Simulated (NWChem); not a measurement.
System: CH7NO2Si; SMILES CN[SiH](O)O

NWChem input:

```
start job
memory heap 200 mb stack 900 mb global 1100 mb
geometry units angstroms noautosym nocenter noautoz
  Si     0.199403     0.436344    -0.200634
  O      1.252918     1.276198     0.781165
  O     -1.104892     1.456139    -0.288005
  N     -0.239070    -1.097047     0.420738
  C     -0.231152    -2.351131    -0.291890
  H      0.793510     0.158849    -1.538484
  H      2.050876     0.808313     1.041673
  H     -0.909769     2.372590    -0.069599
  H     -0.729485    -1.129006     1.308544
  H     -1.245759    -2.731723    -0.511046
  H      0.309285    -3.143715     0.256563
  H      0.278775    -2.226803    -1.259575
end
basis spherical
  * library def2-svp
end
dft
  xc xpbe96 cpbe96
  iterations 150
end
cosmo
  do_cosmo_smd true
  solvent chcl3
end
task dft energy
```

All runs use the structure optimised with PBE0/def2-SVP. No frequency run checked for a minimum. Solvent: chloroform.

Level: PBE/def2-SVP with SMD (1 M gas to 1 M solution), gas-phase geometry. Reactions with the solvent are ignored.

Q: Predict the main results of this run. (PBE/def2-SVP, SMD on the gas-phase geometry.) Quantities: solvation free energy (kcal/mol); cavity-dispersion-structure term (kcal/mol); dipole in solution (D).

A: 
| Item | Result |
|---|---|
| solvation free energy (kcal/mol) | -5.8 |
| cavity-dispersion-structure term (kcal/mol) | -0.3 |
| dipole in solution (D) | 1.98 |
